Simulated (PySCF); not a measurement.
Compound: C₆H₆FP.
Bonds: C1–C2, C2–C3 (aromatic), C3–C4 (aromatic), C4–C5 (aromatic), C5–C6 (aromatic), C6–F7, C6–P8 (aromatic), C2–P8 (aromatic). Hydrogens: H9, H10, H11 on C1; H12 on C3; H13 on C4; H14 on C5.

The same species was optimised twice, with GFN2-xTB and with PBE0-D3(BJ)/def2-SVP (PySCF), and the same property calculations (PySCF, gas phase) were run on both structures.

```csv
coordinate,GFN2-xTB,PBE0-D3(BJ)/def2-SVP,change
C6–F7 (Å),1.357,1.337,-0.020
C2–C3 (Å),1.384,1.397,+0.013
C6–P8 (Å),1.740,1.750,+0.010
C4–C5 (Å),1.385,1.394,+0.009
C5–C6 (Å),1.376,1.384,+0.008
C3–C4 (Å),1.384,1.392,+0.008
C1–C2 (Å),1.502,1.506,+0.004
C2–P8 (Å),1.745,1.747,+0.002
F7–C6–P8 (°),115.1,116.2,+1.1
C2–P8–C6 (°),98.6,99.6,+1.0
C5–C6–P8 (°),127.9,126.9,-1.0
C3–C4–C5 (°),122.5,123.1,+0.6
C2–C3–C4 (°),124.7,124.2,-0.5
C1–C2–C3 (°),118.7,119.1,+0.4
C3–C2–P8 (°),124.6,124.3,-0.3
C4–C5–C6 (°),121.7,121.8,+0.1
```

Rotational constants: A = 3034, B = 1539, C = 1027 MHz (GFN2-xTB) against A = 3023, B = 1524, C = 1020 MHz (PBE0-D3(BJ)/def2-SVP). Point groups within 0.08 Å: Cs and Cs. Atoms that the bonding makes alike are paired by their places after alignment.

On the GFN2-xTB structure: lowest triplet, Tamm–Dancoff (eV) 3.13 [CAM-B3LYP/def2-SVPD]; isotropic polarisability (au) 93.3 [CAM-B3LYP/def2-SVPD]; HOMO (eV) -8.27 [CAM-B3LYP/def2-SVPD]; LUMO (eV) -0.57 [CAM-B3LYP/def2-SVPD]; dipole (D) 2.90 [CAM-B3LYP/def2-SVPD]; HOMO (eV) -7.16 [PBE0/pcSseg-1]; LUMO (eV) -1.61 [PBE0/pcSseg-1]; dipole (D) 2.92 [PBE0/pcSseg-1]; GIAO shielding of C1 (ppm) 159.3 [PBE0/pcSseg-1]; GIAO shielding of C2 (ppm) 4.9 [PBE0/pcSseg-1]; GIAO shielding of C3 (ppm) 50.9 [PBE0/pcSseg-1]; GIAO shielding of C4 (ppm) 49.5 [PBE0/pcSseg-1]; GIAO shielding of C5 (ppm) 62.4 [PBE0/pcSseg-1]; GIAO shielding of C6 (ppm) -24.1 [PBE0/pcSseg-1]; GIAO shielding of F7 (ppm) 250.8 [PBE0/pcSseg-1]; GIAO shielding of P8 (ppm) 145.4 [PBE0/pcSseg-1].

What do these properties become on the PBE0-D3(BJ)/def2-SVP structure?

```tsv
property	level	on GFN2-xTB	on PBE0-D3(BJ)/def2-SVP	change
lowest triplet, Tamm–Dancoff (eV)	CAM-B3LYP/def2-SVPD	3.13	3.10	-0.03
isotropic polarisability (au)	CAM-B3LYP/def2-SVPD	93.3	94.6	+1.3
HOMO (eV)	CAM-B3LYP/def2-SVPD	-8.27	-8.23	+0.04
LUMO (eV)	CAM-B3LYP/def2-SVPD	-0.57	-0.57	0.00
dipole (D)	CAM-B3LYP/def2-SVPD	2.90	2.78	-0.12
energy, GFN2-xTB geometry as zero (kcal/mol)	CAM-B3LYP/def2-SVPD	0.0	-0.4	-0.4
HOMO (eV)	PBE0/pcSseg-1	-7.16	-7.12	+0.04
LUMO (eV)	PBE0/pcSseg-1	-1.61	-1.60	+0.01
dipole (D)	PBE0/pcSseg-1	2.92	2.80	-0.12
energy, GFN2-xTB geometry as zero (kcal/mol)	PBE0/pcSseg-1	0.0	-0.2	-0.2
GIAO shielding of C1 (ppm)	PBE0/pcSseg-1	159.3	157.7	-1.6
GIAO shielding of C2 (ppm)	PBE0/pcSseg-1	4.9	3.5	-1.4
GIAO shielding of C3 (ppm)	PBE0/pcSseg-1	50.9	48.7	-2.2
GIAO shielding of C4 (ppm)	PBE0/pcSseg-1	49.5	47.2	-2.3
GIAO shielding of C5 (ppm)	PBE0/pcSseg-1	62.4	60.1	-2.3
GIAO shielding of C6 (ppm)	PBE0/pcSseg-1	-24.1	-24.0	+0.1
GIAO shielding of F7 (ppm)	PBE0/pcSseg-1	250.8	252.9	+2.1
GIAO shielding of P8 (ppm)	PBE0/pcSseg-1	145.4	138.2	-7.2
```

The heavy atoms differ by 0.013 Å rms after alignment. Among bonds between heavy atoms C6–F7 changes most (-0.020 Å). Changes are differences of the printed values. Neither structure is proved a minimum here.
